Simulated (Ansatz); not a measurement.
Consider the formal exchange of groups at the Si–C bond: `O[SiH](I)CF` + `CBO` → `CB[SiH](O)I` + `OCF`.

Program: Ansatz. Geometries: PBE0-D4/def2-TZVP. ΔE: electronic, gas phase. CBS: MP2 limit from def2 TZ/QZ plus the TZ coupled-cluster correction, frozen cores. Elements past krypton have def2 core potentials. For I outer-core shells are correlated without core-valence functions, which leaves a few kJ/mol of doubt a bond. Each species was taken in one conformer, which may not be the lowest.

```csv
species,HF/def2-TZVPP energy (Eh)
`O[SiH](I)CF`,-800.28694
`CBO`,-140.44111
`CB[SiH](O)I`,-726.65057
`OCF`,-214.00474
```

Work out ΔE.

ΔE = (-726.65057) + (-214.00474) − (-800.28694) − (-140.44111) = 0.07274 Eh = +1.98 eV. CCSD(T)/CBS gives +1.94 eV.

Largest T1 diagnostic among the species: 0.012.

From PBE to PBE0 (25 % exact exchange), in def2-TZVPP and without D4, ΔE moves by +0.04 eV. The D4 term adds −0.04 eV with B3LYP and −0.02 eV with PBE0; it sums over pairs of atoms, weighted by their polarisabilities, and B3LYP, whose exchange is more repulsive, gets the larger term.

B3LYP here is the variant with VWN-RPA as its local correlation; programs differ in this.
